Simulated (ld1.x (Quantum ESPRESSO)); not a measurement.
**Re, TM semilocal: configuration errors across variants**

ld1.x (Quantum ESPRESSO) 7.5 input, shortened:

```
&input
   title='Re', zed=75., rel=1, dft='PZ', iswitch=3,
   config='[Xe] 4f14 5d5 5f-2 6s2 6p0'
 /
 &inputp
   pseudotype=1, tm=.true., lloc=0,
   nlcc=.true., new_core_ps=.true., rcore=0.95
 /
4
5P  2  1   6.00   0.00  1.80  1.80  0.0
5D  3  2   5.00   0.00  2.40  2.40  0.0
5F  4  3  -2.00  -0.10  2.00  2.00  0.0
6S  1  0   2.00   0.00  2.25  2.25  0.0
 &test
   configts(1)='5p6 5d5 6s2 6p0'
 /
```

All-electron excitation energies from the reference (eV): (1) 5p6 5d5 6s1 6p0 9.516; (2) 5p6 5d5 6s0 6p0 26.196; (3) 5p6 5d4 6s0 6p0 53.640; (4) 5p6 5d5 6s0 6p1 15.424; (5) 5p6 5d6 6s0 6p0 9.722; (6) 5p5 5d5 6s2 6p0 53.149; (7) 5p6 5d5 6s1.5 6p0 3.902; (8) 5p6 5d5 6s2 6p0 spin -3.112; (9) 5p6 5d5 6s1 6p0 spin 5.051.

Spin tests fill each open shell by Hund’s rule, majority spin first.

In the semilocal form every listed channel keeps its own potential, so the choice of the local channel does not act on these tests. It acts once the file is put into the separable form.

A semilocal file is local in each channel, so a ghost entry of none says nothing of the separable form that plane-wave codes build from it.

Tests that are not counted but printed errors over 1 eV. “wave 6s (bound): rc 2.25 bohr becomes 6s (bound): rc 1.64 bohr”: all (the test run did not reproduce the reference configuration, from which every error is measured).

2 further variants failed, have other tests or too few solved ones, and are left out.

A true bound ghost makes a file unfit for plane-wave use even where its test errors are small: the radial tests pick states by their node count and pass the ghost by. Where a test does run into it, the solver fails or the error is huge.

Errors AE − PS in meV (a dash: test not solved or not reliable):

| change | (1) | (2) | (3) | (4) | (5) | (6) | (7) | (8) | (9) | bound ghosts |
| --- | --- | --- | --- | --- | --- | --- | --- | --- | --- | --- |
| base | -7.2 | -31 | -9.8 | +212 | -51 | -201 | -2.3 | +53 | +99 | none |
| wave 5f channel at -0.1 Ry: rc 2.00 bohr becomes 5f channel at -0.1 Ry: rc 3.04 bohr | -7.2 | -31 | -9.8 | +212 | -51 | -201 | -2.3 | +53 | +99 | none |
| wave 5f channel at -0.1 Ry: rc 2.00 bohr becomes 5f channel at 0.25 Ry: rc 2.00 bohr | -7.2 | -31 | -9.8 | +212 | -51 | -201 | -2.3 | +53 | +99 | none |
| wave 5p (bound): rc 1.80 bohr becomes 5p (bound): rc 1.38 bohr | -7.2 | -32 | -10 | +31 | -53 | -165 | -2.3 | +39 | +82 | none |
| wave 6s (bound): rc 2.25 bohr becomes 6s (bound): rc 1.64 bohr | – | – | – | – | – | – | – | – | – | s (extra level of the local part) |
| local potential the d channel | -7.2 | -31 | -9.8 | +212 | -51 | -201 | -2.3 | +53 | +99 | none |

(1) Give the same row for: all radii but the core radius scaled by about 1.37 (s 3.08, p 2.46, d 3.28, f 2.74 bohr).

Answers

(1) -8.8, -59, -144, +320, +38, -378, -2.2, +255, +345; bound ghosts: none.
